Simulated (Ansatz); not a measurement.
Consider the ligand exchange at a Ge–C bond: `CC(C)(C)[CH2][Ge]([F])([F])[F]` + HI → `[F][Ge]([F])([F])[I]` + `CC(C)(C)C`.

Calculated with Ansatz (gas phase, PBE0-D4/def2-TZVP geometries, no zero-point term in ΔE). CCSD(T)/CBS is the MP2 limit (def2-TZVPP, def2-QZVPP) plus CCSD(T) − MP2 in def2-TZVPP, frozen cores. Functionals use def2-TZVPP. Elements past krypton have def2 core potentials. For Ge, I outer-core shells are correlated without core-valence functions, which leaves a few kJ/mol of doubt a bond. Scalar relativity is left out up to krypton. Each species was taken in one conformer, which may not be the lowest.

`CC(C)(C)[CH2][Ge]([F])([F])[F]`:

```xyz
20

C     1.120   -0.082   -1.171
C    -0.180    0.285   -0.461
C    -1.290    0.454   -1.498
C    -0.004    1.593    0.304
C    -0.612   -0.842    0.488
Ge    0.577   -1.310    1.929
F     0.904   -0.056    3.057
F     2.130   -1.872    1.456
F    -0.080   -2.585    2.873
H     1.021   -1.024   -1.717
H     1.953   -0.189   -0.472
H     1.388    0.695   -1.891
H    -2.238    0.720   -1.024
H    -1.034    1.247   -2.205
H    -1.442   -0.467   -2.068
H     0.242    2.403   -0.387
H    -0.921    1.870    0.831
H     0.799    1.532    1.043
H    -1.562   -0.597    0.975
H    -0.770   -1.775   -0.061
```

HI:

```xyz
2

I    -0.143    0.262    0.748
H     0.143   -0.262   -0.748
```

`[F][Ge]([F])([F])[I]`:

Z-matrix (Å, degrees):
```
Ge
F 1 1.705
F 1 1.705 2 106.5
I 1 2.443 2 112.3 3 -123.3
F 1 1.705 2 106.5 3 113.3
```

`CC(C)(C)C`:

Cartesian coordinates in Å:
```
C -0.229 -1.484 0.272
C 0.000 0.000 0.000
C 1.499 0.281 -0.062
C -0.626 0.825 1.121
C -0.644 0.379 -1.331
H 0.212 -2.100 -0.517
H 0.222 -1.784 1.222
H -1.297 -1.714 0.320
H 1.693 1.340 -0.255
H 1.974 -0.298 -0.859
H 1.987 0.017 0.880
H -0.477 1.895 0.951
H -0.182 0.574 2.088
H -1.702 0.642 1.189
H -0.495 1.440 -1.551
H -1.721 0.188 -1.314
H -0.214 -0.199 -2.154
```

| level | ΔE (kJ/mol) |
| --- | --- |
| RPA@PBE/def2-TZVPP | -46.7 |
| CCSD/CBS(def2) | -55.2 |

Problem. What does CCSD(T)/CBS give? (Estimate.)

Solution. The calculation gave: -53.7 kJ/mol. The listed levels differ from it by 7.0, -1.5 kJ/mol.

Largest T1 diagnostic among the species: 0.011.

At CCSD(T), def2-SVP lies +3.5 kJ/mol from the extrapolated value and def2-TZVPP +3.4 kJ/mol. In def2-TZVPP, CCSD(T) changes the Hartree–Fock value by +23.5 kJ/mol (the triples alone add +1.4 kJ/mol) and MP2 by +17.4 kJ/mol.

CCSD(T)/CBS has its own doubt, a few kJ/mol and more with outer-core shells, so smaller differences from it don't rank the levels.
